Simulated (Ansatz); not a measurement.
`[NH2][In]([NH2])[NH2]`, relaxed with RKS PBE0-D4/def2-TZVP in Ansatz from a GFN2-xTB geometry. The force threshold is 0.005 eV/Å; the program also tests the step.

Charge 0, multiplicity 1. In takes the def2 core potential.

Start:

```xyz
10

N     0.613    1.027    1.682
In   -0.002    0.010    0.004
N     1.253   -1.395   -0.823
N    -1.710    0.524   -1.019
H     1.167    0.427    2.285
H    -0.164    1.366    2.241
H     1.157   -1.396   -1.834
H     2.222   -1.159   -0.626
H    -2.095   -0.281   -1.503
H    -2.441    0.876   -0.407
```

```
        step  energy (eV)  largest force (eV/Å)  largest move (Å)
           1   -9738.9982                 0.388             0.000
           2   -9739.0274                 0.327             0.086
           3   -9739.0390                 0.276             0.027
4 (rejected)   -9739.0295                 0.578             0.043
           5   -9739.0437                 0.023             0.021
           6   -9739.0438                 0.001             0.007
```

End:

```xyz
10

N     0.558    0.992    1.680
In    0.005    0.018   -0.007
N     1.261   -1.336   -0.841
N    -1.718    0.503   -0.956
H     1.228    0.518    2.269
H    -0.187    1.344    2.265
H     1.179   -1.461   -1.840
H     2.239   -1.233   -0.613
H    -2.095   -0.197   -1.579
H    -2.469    0.852   -0.378
```

Run time 9.5 s (4 threads of an Intel Xeon 6975P-C on a shared host); peak host memory 0.45 GiB.
